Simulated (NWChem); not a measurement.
The numbers come from NWChem runs, not from measurements. System: C2H6ClFSi, charge 0, spin multiplicity 1, at a geometry optimised with B3LYP/def2-SVP. The structure started from a generated list of species. Level: MP2/def2-SVP, 13 core orbitals frozen.

Job file:

```
start mol
memory heap 200 mb stack 800 mb global 1000 mb
geometry units angstroms nocenter noautoz noautosym
  C      2.008711    -0.970495    -0.175253
  Si     0.389096    -0.067129    -0.458050
  Cl     0.252007     1.541432     0.866508
  C     -1.085411    -1.228147    -0.150672
  F     -2.278514    -0.599084    -0.478712
  H      2.065798    -1.377487     0.846945
  H      2.120545    -1.804367    -0.888499
  H      2.860870    -0.286866    -0.315093
  H      0.293463     0.480507    -1.836586
  H     -1.124437    -1.550363     0.906442
  H     -0.980891    -2.142357    -0.767196
end
basis spherical
  * library def2-svp
end
scf
  rhf
  nopen 0
  maxiter 100
  thresh 1e-7
  semidirect memsize 60000000 filesize 0
end
mp2
  freeze core 13
end
task mp2 energy
```

NWChem printed:

```
             Northwest Computational Chemistry Package (NWChem) 7.3.0
             --------------------------------------------------------

                                NWChem Input Module
                                -------------------

 Scaling coordinates for geometry "geometry" by  1.889725989
 (inverse scale =  0.529177249)

                             Geometry "geometry" -> ""
                             -------------------------

 Output coordinates in angstroms (scale by  1.889725989 to convert to a.u.)

  No.       Tag          Charge          X              Y              Z
 ---- ---------------- ---------- -------------- -------------- --------------
    1 C                    6.0000     2.00871100    -0.97049500    -0.17525300
    2 Si                  14.0000     0.38909600    -0.06712900    -0.45805000
    3 Cl                  17.0000     0.25200700     1.54143200     0.86650800
    4 C                    6.0000    -1.08541100    -1.22814700    -0.15067200
    5 F                    9.0000    -2.27851400    -0.59908400    -0.47871200
    6 H                    1.0000     2.06579800    -1.37748700     0.84694500
    7 H                    1.0000     2.12054500    -1.80436700    -0.88849900
    8 H                    1.0000     2.86087000    -0.28686600    -0.31509300
    9 H                    1.0000     0.29346300     0.48050700    -1.83658600
   10 H                    1.0000    -1.12443700    -1.55036300     0.90644200
   11 H                    1.0000    -0.98089100    -2.14235700    -0.76719600

 Effective nuclear repulsion energy (a.u.)     289.6390888626

            Nuclear Dipole moment (a.u.)
            ----------------------------
        X                 Y               Z
 ---------------- ---------------- ----------------
    -0.0000283459    -0.0000056692    -0.0000170075


 Summary of "ao basis" -> "" (spherical)
 ------------------------------------------------------------------------------
       Tag                 Description            Shells   Functions and Types
 ---------------- ------------------------------  ------  ---------------------
 *                          def2-svp                  on all atoms

 Summary of "ao basis" -> "ao basis" (spherical)
 ------------------------------------------------------------------------------
       Tag                 Description            Shells   Functions and Types
 ---------------- ------------------------------  ------  ---------------------
 C                          def2-svp                 6       14   3s2p1d
 Si                         def2-svp                 8       18   4s3p1d
 Cl                         def2-svp                 8       18   4s3p1d
 F                          def2-svp                 6       14   3s2p1d
 H                          def2-svp                 3        5   2s1p

                                 NWChem SCF Module
                                 -----------------

  ao basis        = "ao basis"
  functions       =   108
  atoms           =    11
  closed shells   =    29
  open shells     =     0
  charge          =   0.00
  wavefunction    = RHF
  use symmetry    = F
  symmetry adapt  = F

 Summary of "ao basis" -> "ao basis" (spherical)
 ------------------------------------------------------------------------------
       Tag                 Description            Shells   Functions and Types
 ---------------- ------------------------------  ------  ---------------------
 C                          def2-svp                 6       14   3s2p1d
 Si                         def2-svp                 8       18   4s3p1d
 Cl                         def2-svp                 8       18   4s3p1d
 F                          def2-svp                 6       14   3s2p1d
 H                          def2-svp                 3        5   2s1p

 Forming initial guess at       0.1s

      Superposition of Atomic Density Guess
      -------------------------------------

 Sum of atomic energies:        -925.59987001

      Non-variational initial energy
      ------------------------------

 Total energy =    -927.556284
 1-e energy   =   -1855.083150
 2-e energy   =     637.887777
 HOMO         =      -0.328669
 LUMO         =       0.066368

 Starting SCF solution at       1.7s

 ----------------------------------------------
         Quadratically convergent ROHF

 Convergence threshold     :          1.000E-07
 Maximum no. of iterations :          100
 Final Fock-matrix accuracy:          1.000E-09
 ----------------------------------------------

              iter       energy          gnorm     gmax       time
             ----- ------------------- --------- --------- --------
                 1     -926.7114588332  9.42D-01  1.57D-01      1.8
                 2     -926.7704473067  3.19D-01  4.83D-02      2.1
                 3     -926.7787865751  1.64D-02  2.32D-03      2.5
                 4     -926.7788153621  1.32D-04  2.23D-05      3.2
                 5     -926.7788153642  7.67D-09  1.82D-09      4.4

       Final RHF  results
       ------------------

         Total SCF energy =   -926.778815364248
      One-electron energy =  -1858.136243602192
      Two-electron energy =    641.718339375373
 Nuclear repulsion energy =    289.639088862571

        Time for solution =      2.7s

             Final eigenvalues
             -----------------

              1
    1 -104.7797
    2  -68.8001
    3  -26.2707
    4  -11.3107
    5  -11.2399
    6  -10.5435
    7   -8.0180
    8   -8.0156
    9   -8.0155
   10   -6.1687
   11   -4.2798
   12   -4.2782
   13   -4.2780
   14   -1.5618
   15   -1.0861
   16   -0.9643
   17   -0.9316
   18   -0.7163
   19   -0.6986
   20   -0.6851
   21   -0.6370
   22   -0.5861
   23   -0.5768
   24   -0.5388
   25   -0.5048
   26   -0.5037
   27   -0.4846
   28   -0.4417
   29   -0.4341
   30    0.1492
   31    0.1752
   32    0.1797
   33    0.2089
   34    0.2233
   35    0.2402
   36    0.2523
   37    0.2619
   38    0.2780
   39    0.3227

                       ROHF Final Molecular Orbital Analysis
                       -------------------------------------

 Vector   27  Occ=2.000000D+00  E=-4.845840D-01
              MO Center= -1.2D-01,  4.0D-01,  3.2D-01, r^2= 3.8D+00
   Bfn.  Coefficient  Atom+Function         Bfn.  Coefficient  Atom+Function
  ----- ------------  ---------------      ----- ------------  ---------------
    43      0.388260   3 Cl px               40      0.279002   3 Cl px
    45     -0.219382   3 Cl pz               55     -0.174555   4 C  py
    42     -0.167206   3 Cl pz               22      0.164937   2 Si px
    37      0.162295   3 Cl px               69     -0.162770   5 F  py
    54     -0.153664   4 C  px

 Vector   28  Occ=2.000000D+00  E=-4.416652D-01
              MO Center=  5.0D-01,  8.9D-01,  2.5D-01, r^2= 3.3D+00
   Bfn.  Coefficient  Atom+Function         Bfn.  Coefficient  Atom+Function
  ----- ------------  ---------------      ----- ------------  ---------------
    45      0.373676   3 Cl pz               44     -0.304009   3 Cl py
    43      0.269604   3 Cl px               42      0.258925   3 Cl pz
    41     -0.209939   3 Cl py               94      0.205517   9 H  s
    40      0.186869   3 Cl px               95      0.165060   9 H  s
     4      0.163615   1 C  px                3     -0.157782   1 C  s

 Vector   29  Occ=2.000000D+00  E=-4.341341D-01
              MO Center= -8.5D-02,  2.2D-01,  1.8D-01, r^2= 4.0D+00
   Bfn.  Coefficient  Atom+Function         Bfn.  Coefficient  Atom+Function
  ----- ------------  ---------------      ----- ------------  ---------------
    43      0.400398   3 Cl px               40      0.275962   3 Cl px
    55      0.230310   4 C  py               53      0.203028   4 C  s
    54      0.199104   4 C  px               22     -0.181228   2 Si px
    44      0.178051   3 Cl py               37      0.160498   3 Cl px

 Vector   30  Occ=0.000000D+00  E= 1.492381D-01
              MO Center=  1.1D+00, -1.2D+00, -3.0D-01, r^2= 6.2D+00
   Bfn.  Coefficient  Atom+Function         Bfn.  Coefficient  Atom+Function
  ----- ------------  ---------------      ----- ------------  ---------------
     3      2.485732   1 C  s                53      1.225141   4 C  s
    18     -0.946711   2 Si s                80     -0.831760   6 H  s
    85     -0.807151   7 H  s                26      0.777030   2 Si py
    90     -0.777965   8 H  s               105     -0.554682  11 H  s
   100     -0.533676  10 H  s                25     -0.431904   2 Si px

 Vector   31  Occ=0.000000D+00  E= 1.752089D-01
              MO Center=  8.1D-01, -1.2D-01, -4.6D-01, r^2= 4.9D+00
   Bfn.  Coefficient  Atom+Function         Bfn.  Coefficient  Atom+Function
  ----- ------------  ---------------      ----- ------------  ---------------
     3      1.217096   1 C  s                26     -1.026846   2 Si py
    53     -1.023195   4 C  s                25     -0.691616   2 Si px
    27     -0.692518   2 Si pz               36      0.601459   3 Cl s
    85     -0.579512   7 H  s                90     -0.508437   8 H  s
   100      0.506514  10 H  s                44     -0.369317   3 Cl py

 Vector   32  Occ=0.000000D+00  E= 1.797358D-01
              MO Center= -4.7D-01, -9.3D-01, -2.6D-01, r^2= 5.5D+00
   Bfn.  Coefficient  Atom+Function         Bfn.  Coefficient  Atom+Function
  ----- ------------  ---------------      ----- ------------  ---------------
    53      1.888844   4 C  s               105     -1.166298  11 H  s
    25      0.877177   2 Si px              100     -0.803541  10 H  s
    18     -0.539041   2 Si s                57      0.460353   4 C  px
    85     -0.408994   7 H  s                27     -0.395299   2 Si pz
     8     -0.335187   1 C  py               36      0.320250   3 Cl s

 center of mass
 --------------
 x =  -0.12206739 y =   0.12698426 z =   0.04066665

 moments of inertia (a.u.)
 ------------------
         624.911065726602        -101.208362775650         -69.314802412244
        -101.208362775650         821.695392330715        -203.539167765855
         -69.314802412244        -203.539167765855        1135.867391004998

  Mulliken analysis of the total density
  --------------------------------------

    Atom       Charge   Shell Charges
 -----------   ------   -------------------------------------------------------
    1 C    6     6.41   1.99  0.84  0.35  2.05  1.16  0.02
    2 Si  14    13.11   2.00  1.99  0.98 -0.01  5.94  1.20  0.67  0.32
    3 Cl  17    17.37   2.00  1.99  1.19  0.77  5.94  2.09  3.36  0.02
    4 C    6     5.93   1.99  0.87  0.26  1.94  0.80  0.06
    5 F    9     9.39   1.99  1.12  0.83  3.33  2.11  0.01
    6 H    1     0.92   0.73  0.16  0.03
    7 H    1     0.93   0.73  0.17  0.03
    8 H    1     0.92   0.73  0.16  0.03
    9 H    1     1.12   0.75  0.36  0.01
   10 H    1     0.94   0.76  0.16  0.03
   11 H    1     0.95   0.76  0.17  0.03

       Multipole analysis of the density wrt the origin
       ------------------------------------------------

     L   x y z        total         open         nuclear
     -   - - -        -----         ----         -------
     0   0 0 0     -0.000000      0.000000     58.000000

     1   1 0 0      0.919361      0.000000     -0.000028
     1   0 1 0     -1.030943      0.000000     -0.000006
     1   0 0 1     -0.167412      0.000000     -0.000017

     2   2 0 0    -36.721785      0.000000    358.761475
     2   1 1 0     -0.416279      0.000000     40.417214
     2   1 0 1     -1.461221      0.000000     28.787384
     2   0 2 0    -32.777448      0.000000    252.996907
     2   0 1 1     -0.682108      0.000000     99.030400
     2   0 0 2    -33.466701      0.000000     87.397645

                   NWChem MP2 Semi-direct Energy/Gradient Module
                   ---------------------------------------------

  Basis functions       =    108
  Molecular orbitals    =    108
  Frozen core           =     13
  Frozen virtuals       =      0
  Active alpha occupied =     16
  Active beta occupied  =     16
  Active alpha virtual  =     79
  Active beta virtual   =     79
  Use MO symmetry       = F
  Use skeleton AO sym   = F

  AO/Fock/Back tols     =   1.0D-09  1.0D-09  1.0D-09

 GA uses MA = F    GA memory limited = T

 Available:
  local mem=  1.15D+08
 global mem=  1.31D+08
 local disk=  0.00D+00
  mp2_memr nvloc                    79
  nvloc new                    79
   1 passes of  16:        3145728                      56026                  23463427.
   1 passes of  16: M    114683684           G      131048672           F     111537956.

 Semi-direct pass number   1 of   1  for RHF alpha+beta  at        4.4s
  vrange nnbf                  5455
  mp2_eaftype                    89  avail_ma_in_mb                   999
 EAF : mp2_eaftype filesize          89   11731714.
  mp2_eaf for mointskh                     89
Node 0 wrote     55.2 Mb in      0.0 s     Agg I/O rate:  2081.8 Mb/s
 Done moints_semi at        8.2s
  mp2_eaftype                    89  avail_ma_in_mb                   910
 EAF : mp2_eaftype filesize          89   11731714.
  mp2_eaf for kh                    89
 Done maket at        8.5s
 Done multipass loop at        8.5s

          -------------------------------------------
          SCF energy                -926.778815364248
          Correlation energy          -0.695434266996
          Singlet pairs               -0.443916042690
          Triplet pairs               -0.251518224306
          Total MP2 energy          -927.474249631243
          -------------------------------------------

          ---------------------------------------------------
                    Spin Component Scaled (SCS) MP2
          Same spin pairs                     -0.167678816204
          Same spin scaling factor             0.333333333333
          Opposite spin pairs                 -0.527755450792
          Opposite spin scaling fact.          1.200000000000
          SCS-MP2 correlation energy          -0.689199479685
          Total SCS-MP2 energy              -927.468014843932
          ---------------------------------------------------

 -----------------------
 Performance information
 -----------------------

 Timer overhead =  2.50D-07 seconds/call

               Nr. of calls         CPU time (s)                 Wall time (s)                GFlops
             ---------------    -------------------     ------------------------------   -------------------
Name         Min   Avg   Max    Min     Avg     Max     Min     Avg     Max   Mx/calls   Min     Max     Sum
mp2: moin     1     1     1    3.7     3.7     3.7      3.7     3.7     3.7     3.7      0.0     0.0     0.0
mp2: make     1     1     1   0.35    0.35    0.35     0.35    0.35    0.35    0.35      0.0     0.0     0.0
mp2: tota     1     1     1    4.1     4.1     4.1      4.1     4.1     4.1     4.1      0.0     0.0     0.0

 The average no. of pstat calls per process was 3.00D+00
 with a timing overhead of 7.49D-07s

 Task  times  cpu:        8.5s     wall:        8.5s

 Total times  cpu:        8.5s     wall:        8.5s
```
